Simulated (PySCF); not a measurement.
**Diatomics with 114 electrons**

PBE0 in PySCF with def2-SVP on every atom (core potentials on Tl, Pb, Bi), for the lowest determinant that a PBE0 search found; no spin–orbit coupling. All have 114 electrons, 8 of them in the valence shells, and the same state, a triplet (π ↑↑). For ions De leads to the atom and ion picked by measured ionisation energies and electron affinities.

| species | difference of nuclear charges | Re (Å) | ωe (cm⁻¹) | k (mdyn/Å) | De (eV) | dissociates to | Mayer bond order |
| --- | --- | --- | --- | --- | --- | --- | --- |
| TlAs | 48 | 2.824 | 158 | 0.812 | 1.74 | Tl + As | 1.09 |
| GePb | 50 | 2.646 | 214 | 1.47 | 2.45 | Ge + Pb | 1.96 |
| GaBi | 52 | 2.840 | 161 | 0.787 | 1.68 | Ga + Bi | 1.16 |
| TlSe⁺ | 47 | 3.271 | 86.4 | 0.253 | n/a | Tl⁺ + Se | 0.36 |
| AsPb⁺ | 49 | 2.699 | 205 | 1.36 | n/a | As + Pb⁺ | 1.51 |
| GeBi⁺ | 51 | 2.675 | 214 | 1.47 | n/a | Ge + Bi⁺ | 1.78 |

These are scalar-relativistic numbers at best; spin–orbit coupling would shift them, the dissociation energy most. States were picked by a PBE0 search and need not be the measured ground states.
